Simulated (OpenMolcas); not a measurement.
## Ionisation energies of nickel

* Program: OpenMolcas
* Basis: ANO-R3 [7s5p5d3f2g1h]
* Scalar Hamiltonian: X2C, finite nucleus
* Spin-orbit coupling: state interaction with AMFI integrals over the reference wave functions, term energies averaged over their components

Active shells in each charge state: the valence d shell, with orbitals averaged over the low states. Where CASPT2's correlated closed shells are named, they are those of the first ion.

A. CASSCF
B. SS-CASPT2, IPEA 0.25 Eh, imaginary shift 0.1 Eh (closed shells correlated: 3s 3p)
C. SS-CASPT2, IPEA 0.25 Eh, imaginary shift 0.1 Eh (closed shells correlated: 2s 2p 3s 3p)
D. SS-CASPT2, IPEA 0.25 Eh, imaginary shift 0.1 Eh (closed shells correlated: none)
E. SS-CASPT2, IPEA 0 Eh, imaginary shift 0.1 Eh (closed shells correlated: 3s 3p)

Energies in eV between the lowest computed levels, named as in B; reference values from the NIST Atomic Spectra Database with their kind.

| From | To | A | B | C | D | E | Spin-orbit share in B | Reference |
| --- | --- | --- | --- | --- | --- | --- | --- | --- |
| Ni2+ 3d8 3F4 | Ni3+ 3d7 4F 9/2 | 32.643 | 35.525 | 35.540 | 35.050 | 35.498 | -0.014 | 35.187 (measured) |
| Ni3+ 3d7 4F 9/2 | Ni4+ 3d6 5D4 | 52.980 | 55.274 | 55.296 | 54.841 | 55.290 | +0.037 | 54.920 (semi-empirical) |
| Ni4+ 3d6 5D4 | Ni5+ 3d5 6S 5/2 | 73.877 | 75.930 | 75.960 | 75.525 | 75.911 | +0.102 | 76.060 (semi-empirical) |
| Ni5+ 3d5 6S 5/2 | Ni6+ 3d4 5D0 | 106.666 | 107.796 | 107.839 | 107.492 | 107.839 | -0.182 | 108.000 (semi-empirical) |
| Ni6+ 3d4 5D0 | Ni7+ 3d3 4F 3/2 | 132.237 | 133.336 | 133.394 | 132.911 | 133.368 | -0.081 | 132.000 (theoretical) |
| Ni7+ 3d3 4F 3/2 | Ni8+ 3d2 3F2 | 161.467 | 162.378 | 162.443 | 161.866 | 162.419 | -0.022 | 162.000 (theoretical) |

Error against the reference values, in %:

| From | Reference | A | B | C | D | E |
| --- | --- | --- | --- | --- | --- | --- |
| Ni2+ | measured | -7.2 | +1.0 | +1.0 | -0.4 | +0.9 |
| Ni3+ | semi-empirical | -3.5 | +0.6 | +0.7 | -0.1 | +0.7 |
| Ni4+ | semi-empirical | -2.9 | -0.2 | -0.1 | -0.7 | -0.2 |
| Ni5+ | semi-empirical | -1.2 | -0.2 | -0.1 | -0.5 | -0.1 |
| Ni6+ | theoretical | +0.2 | +1.0 | +1.1 | +0.7 | +1.0 |
| Ni7+ | theoretical | -0.3 | +0.2 | +0.3 | -0.1 | +0.3 |

Absolute error against the one measured value: A 2.54 eV, B 0.34 eV, C 0.35 eV, D 0.14 eV, E 0.31 eV. D lies closest.

The lowest level within the active space need not be the ion's true ground level.
